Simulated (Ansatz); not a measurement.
Reaction (hydrogenolysis of the Si–N bond): `[SiH3]N([SiH3])[Si]Br` + H₂ → `[SiH]Br` + `[SiH3]N[SiH3]`

Isolated molecules relaxed with PBE0-D4/def2-TZVP in Ansatz; ΔE leaves out vibrations. CBS: MP2 limit from def2 TZ/QZ plus the TZ coupled-cluster correction, frozen cores. This one scheme is used for every species. DFT in def2-TZVPP. HSE06 is defined as in plane-wave codes. For Br outer-core shells are correlated without core-valence functions, which leaves a few kJ/mol of doubt a bond. Scalar relativity is left out up to krypton. Each species was taken in one conformer, which may not be the lowest.

```json
{"level": "HSE06-D4", "ΔE (kcal/mol)": "26.6"}
{"level": "ωB97M-V", "ΔE (kcal/mol)": "27.0"}
```

Q: What does CCSD(T)/CBS give? (Estimate.)

A: The calculation gave: +27.4 kcal/mol. The listed levels differ from it by -0.8, -0.4 kcal/mol.

Q: What do rigid-rotor, harmonic-oscillator terms from PBE0-D4/def2-TZVP frequencies (298.15 K, 1 bar) make of the CCSD(T)/CBS value? (Estimate.)

A: The calculation gave: ΔZPE = +2.9 kcal/mol, ΔH = +29.4 kcal/mol, ΔS = 76 J/(mol·K), ΔG = +24.0 kcal/mol. Modes under 50 cm⁻¹ make the entropy rough.

Largest T1 diagnostic among the species: 0.012.

From BLYP to BHLYP (50 % exact exchange), in def2-TZVPP and without D4, ΔE moves by −0.8 kcal/mol. Leaving LDA and LC-ωPBE aside and taking each functional with its dispersion term where it has one, the values, not all of them listed here, spread over 5.1 kcal/mol, from B97M-V to revPBE-D4. LDA lies +4.4 kcal/mol from PBE without D4.
